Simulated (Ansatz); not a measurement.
Compare A (`C=[C]1[AlH][CH]1F`) with its isomer B (`[CH3][Al]1[CH]=[C]1F`).

Gas-phase electronic energies from Ansatz, PBE0-D4/def2-TZVP geometries. CBS: MP2 limit from def2 TZ/QZ plus the TZ coupled-cluster correction, frozen cores. DFT in def2-TZVPP.

A:

```xyz
9

C     1.209   -0.891   -0.372
C     0.122   -0.458    0.273
Al   -0.313    1.145    1.169
C    -1.134    0.114   -0.287
F    -1.238    0.297   -1.650
H     2.134   -1.092    0.158
H     1.210   -1.071   -1.446
H     0.031    2.378    2.087
H    -2.021   -0.422    0.068
```

B:

Z-matrix (Å, degrees):
```
C
Al 1 1.937
H 1 1.092 2 111.2
H 1 1.092 2 111.1 3 121.0
H 1 1.094 2 110.3 3 -119.5
C 2 1.870 1 157.9 3 -151.0
C 2 1.856 1 159.4 3 30.8
H 6 1.088 2 163.1 1 0.9
F 7 1.334 2 163.8 1 -1.1
```

(1) Which isomer does CCSD(T)/CBS put lower? Give the gap. (Best estimate.)

(2) Give E(B) − E(A) in kcal/mol with r2SCAN-D4, CCSD/def2-TZVPP, PBE-D4, PBE0-D4, BLYP-D4, ωB97M-V, MP2/def2-TZVPP. (Estimate.)

(3) Does the order hold for the free energy at 298.15 K (harmonic terms from PBE0-D4)? (Estimate.)

Largest T1 diagnostic: 0.014.

## Answers

(1) Computed: B, by 29.3 kcal/mol.

(2) Ansatz gave: r2SCAN-D4 -29.2, CCSD/def2-TZVPP -30.1, PBE-D4 -26.6, PBE0-D4 -28.7, BLYP-D4 -25.5, ωB97M-V -30.6, MP2/def2-TZVPP -30.5. None reverses the order clearly.

(3) The calculation gave: Yes: G(B) − G(A) = -29.6 kcal/mol. Modes under 60 cm⁻¹, often nearly free rotors, make the harmonic entropy too high.

In def2-TZVPP, CCSD(T) changes the Hartree–Fock value by +3.0 kcal/mol (the triples alone add +0.6 kcal/mol) and MP2 by +2.1 kcal/mol. At CCSD(T), def2-SVP lies +1.4 kcal/mol from the extrapolated value and def2-TZVPP −0.2 kcal/mol.
